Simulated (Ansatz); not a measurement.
This triplet is an excited state, 0.71 eV above the relaxed singlet at the level B3LYP/cc-pVTZ // PBE0-D3(BJ)/def2-TZVP (Ansatz, a first-principles code).

A geometry relaxed with PBE0-D3(BJ)/def2-TZVP (Ansatz), charge 0, multiplicity 3:

```xyz
8

Si    -1.7480    -0.4662     0.0524
C      1.7582     0.1279    -0.1182
C      2.6946     0.9007    -0.0447
H      3.5065     1.5880     0.0221
Si     0.4649    -1.0946    -0.2508
H     -1.9638     0.0696     1.4230
H     -2.5675    -1.6889    -0.1392
H     -2.1450     0.5635    -0.9446
```

Write the SMILES of this molecule.

`C#C[Si][SiH3]`
